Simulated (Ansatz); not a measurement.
Born–Oppenheimer molecular dynamics of H2Se + H4Si (8 atoms, charge 0, multiplicity 1). It starts from a relaxed structure.

All numbers below come from RKS PBE/def2-SVP (Ansatz 0.2.0).

```json
{
 "ensemble": "NVE (velocity Verlet)",
 "time step": "0.5 fs",
 "steps asked": "150",
 "starting velocities drawn for": "200 K",
 "masses": "H 2.014 u",
 "seed": "452995"
}
```

Frames 0.5 fs apart, positions in Å, forces in eV/Å.

Velocities at 50 fs (Å/ps):

```
Si -0.24 2.30 -0.87
H -0.40 -8.74 -0.13
H 2.57 -16.12 -0.61
H 4.12 -11.98 -4.22
H -5.19 -0.02 1.27
Se 0.69 0.01 0.77
H -16.81 0.25 -9.52
H -8.23 4.09 -4.73
```

```xyz
8
Properties=species:S:1:pos:R:3:forces:R:3 time_fs=50 energy_less_start_eV=0.034 T=156
Si 0.057 -0.064 -1.505 -0.09 0.96 0.01
H -1.132 0.908 -1.446 0.39 -0.37 -0.01
H 0.290 -0.446 -2.934 0.00 -0.07 -0.11
H -0.240 -1.274 -0.704 -0.06 -0.32 0.21
H 1.289 0.647 -0.972 -0.22 -0.19 -0.11
Se 0.019 0.764 2.411 -0.49 -0.05 -0.08
H -1.347 0.208 2.097 0.42 0.17 0.11
H 0.622 -0.571 2.211 0.05 -0.12 -0.01
8
Properties=species:S:1:pos:R:3:forces:R:3 time_fs=50.5 energy_less_start_eV=0.035 T=155
Si 0.056 -0.062 -1.505 -0.09 0.80 0.00
H -1.132 0.904 -1.446 0.35 -0.34 -0.01
H 0.292 -0.455 -2.934 0.00 -0.04 -0.07
H -0.238 -1.280 -0.706 -0.05 -0.24 0.17
H 1.286 0.647 -0.971 -0.19 -0.17 -0.10
Se 0.019 0.764 2.411 -0.66 -0.05 -0.11
H -1.355 0.209 2.092 0.57 0.22 0.14
H 0.618 -0.569 2.209 0.08 -0.18 -0.02
8
Properties=species:S:1:pos:R:3:forces:R:3 time_fs=51 energy_less_start_eV=0.037 T=153
Si 0.056 -0.061 -1.506 -0.08 0.62 -0.01
H -1.132 0.899 -1.446 0.30 -0.29 -0.01
H 0.293 -0.463 -2.934 -0.01 0.00 -0.04
H -0.236 -1.286 -0.708 -0.04 -0.16 0.14
H 1.283 0.646 -0.971 -0.15 -0.15 -0.09
Se 0.019 0.764 2.412 -0.81 -0.04 -0.13
H -1.363 0.209 2.087 0.69 0.27 0.17
H 0.614 -0.567 2.207 0.10 -0.24 -0.03
8
Properties=species:S:1:pos:R:3:forces:R:3 time_fs=51.5 energy_less_start_eV=0.040 T=148
Si 0.056 -0.060 -1.506 -0.08 0.42 -0.02
H -1.131 0.893 -1.446 0.25 -0.25 -0.01
H 0.294 -0.471 -2.935 -0.01 0.03 0.00
H -0.234 -1.293 -0.710 -0.02 -0.08 0.10
H 1.280 0.646 -0.970 -0.11 -0.13 -0.08
Se 0.020 0.764 2.412 -0.94 -0.02 -0.15
H -1.370 0.210 2.083 0.80 0.31 0.20
H 0.610 -0.565 2.204 0.13 -0.29 -0.04
8
Properties=species:S:1:pos:R:3:forces:R:3 time_fs=52 energy_less_start_eV=0.044 T=143
Si 0.056 -0.059 -1.506 -0.07 0.22 -0.03
H -1.130 0.888 -1.446 0.19 -0.19 -0.02
H 0.295 -0.479 -2.935 -0.02 0.06 0.04
H -0.232 -1.300 -0.711 -0.01 0.01 0.06
H 1.277 0.645 -0.970 -0.07 -0.10 -0.07
Se 0.020 0.764 2.413 -1.05 -0.01 -0.16
H -1.375 0.211 2.079 0.88 0.35 0.22
H 0.606 -0.564 2.202 0.15 -0.34 -0.05
8
Properties=species:S:1:pos:R:3:forces:R:3 time_fs=52.5 energy_less_start_eV=0.050 T=136
Si 0.056 -0.057 -1.507 -0.05 0.02 -0.04
H -1.129 0.882 -1.446 0.12 -0.14 -0.02
H 0.297 -0.487 -2.936 -0.03 0.10 0.08
H -0.231 -1.306 -0.712 0.01 0.10 0.02
H 1.273 0.644 -0.970 -0.03 -0.07 -0.05
Se 0.020 0.764 2.413 -1.13 0.00 -0.18
H -1.380 0.213 2.075 0.95 0.37 0.24
H 0.603 -0.564 2.199 0.16 -0.38 -0.05
8
Properties=species:S:1:pos:R:3:forces:R:3 time_fs=53 energy_less_start_eV=0.055 T=129
Si 0.056 -0.056 -1.507 -0.03 -0.19 -0.06
H -1.127 0.876 -1.446 0.05 -0.08 -0.02
H 0.298 -0.495 -2.936 -0.03 0.13 0.11
H -0.229 -1.313 -0.714 0.02 0.18 -0.01
H 1.270 0.643 -0.970 0.02 -0.04 -0.04
Se 0.021 0.764 2.413 -1.19 0.01 -0.19
H -1.383 0.215 2.072 1.00 0.39 0.26
H 0.599 -0.563 2.196 0.18 -0.40 -0.06
8
Properties=species:S:1:pos:R:3:forces:R:3 time_fs=53.5 energy_less_start_eV=0.060 T=122
Si 0.056 -0.054 -1.508 -0.01 -0.39 -0.08
H -1.125 0.870 -1.446 -0.03 -0.02 -0.02
H 0.299 -0.503 -2.936 -0.04 0.16 0.15
H -0.227 -1.319 -0.715 0.03 0.26 -0.05
H 1.267 0.642 -0.970 0.07 -0.01 -0.02
Se 0.021 0.764 2.414 -1.23 0.01 -0.19
H -1.386 0.217 2.069 1.03 0.40 0.27
H 0.596 -0.564 2.194 0.18 -0.41 -0.06
8
Properties=species:S:1:pos:R:3:forces:R:3 time_fs=54 energy_less_start_eV=0.065 T=116
Si 0.055 -0.053 -1.508 0.01 -0.59 -0.09
H -1.124 0.864 -1.446 -0.11 0.05 -0.02
H 0.300 -0.510 -2.937 -0.04 0.19 0.18
H -0.225 -1.325 -0.717 0.04 0.33 -0.07
H 1.263 0.641 -0.970 0.11 0.02 0.00
Se 0.021 0.764 2.414 -1.24 0.01 -0.20
H -1.387 0.221 2.066 1.04 0.40 0.27
H 0.593 -0.564 2.191 0.18 -0.42 -0.06
8
Properties=species:S:1:pos:R:3:forces:R:3 time_fs=54.5 energy_less_start_eV=0.070 T=110
Si 0.055 -0.052 -1.509 0.04 -0.77 -0.11
H -1.123 0.858 -1.447 -0.18 0.11 -0.02
H 0.301 -0.518 -2.936 -0.05 0.22 0.20
H -0.223 -1.331 -0.718 0.05 0.39 -0.10
H 1.260 0.641 -0.970 0.16 0.05 0.01
Se 0.021 0.764 2.414 -1.23 0.00 -0.20
H -1.387 0.224 2.063 1.03 0.40 0.27
H 0.591 -0.565 2.188 0.18 -0.40 -0.06
8
Properties=species:S:1:pos:R:3:forces:R:3 time_fs=55 energy_less_start_eV=0.073 T=106
Si 0.055 -0.051 -1.509 0.07 -0.95 -0.12
H -1.121 0.852 -1.447 -0.26 0.17 -0.02
H 0.302 -0.525 -2.936 -0.05 0.25 0.22
H -0.221 -1.337 -0.720 0.06 0.45 -0.12
H 1.257 0.640 -0.970 0.20 0.08 0.03
Se 0.021 0.764 2.415 -1.19 -0.01 -0.20
H -1.385 0.228 2.061 1.00 0.39 0.27
H 0.588 -0.567 2.185 0.17 -0.38 -0.06
8
Properties=species:S:1:pos:R:3:forces:R:3 time_fs=55.5 energy_less_start_eV=0.076 T=102
Si 0.055 -0.050 -1.510 0.10 -1.11 -0.14
H -1.121 0.846 -1.447 -0.33 0.23 -0.02
H 0.303 -0.531 -2.935 -0.05 0.28 0.24
H -0.218 -1.341 -0.722 0.07 0.50 -0.13
H 1.254 0.639 -0.970 0.24 0.11 0.04
Se 0.021 0.764 2.415 -1.13 -0.03 -0.20
H -1.383 0.232 2.059 0.95 0.37 0.26
H 0.586 -0.569 2.183 0.16 -0.35 -0.05
```

Of the whole run (75 fs, mean temperature of the second half 109 K): The conserved energy stayed within 0.06 meV per atom of its start (net change 0.033 meV per atom), so the integration is sound. Over the second half the temperature averaged 0.55 of the 200 K drawn at the start: a run that starts near a minimum puts about half its kinetic energy into the potential. A run of 0.075 ps of so small a system gives no equilibrium averages.

Run time: 3.2 min on 1 thread of Arm Neoverse V1, with other jobs on the host, peak memory 0.11 GiB.
